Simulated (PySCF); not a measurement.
Correlation energy of K (potassium, neutral)

[Ar] 4p1, 2P determinant (an excited configuration). Computed with PySCF 2.14 in aug-cc-pwCVTZ-X2C, with the spin-free X2C one-electron Hamiltonian (Gaussian nucleus). Frozen: [Ne]; 9 electrons correlated.

```csv
level,correlation energy (mhartree)
CCSD,-213.72
(T),-4.82
CCSD(T),-218.54
```

Diagnostics: T1 = 0.013, D1 = 0.0527, largest double amplitude 0.031.

Q: Is a single reference adequate?

A: Yes: T1 lies below 0.03 and no double amplitude reaches 0.07.
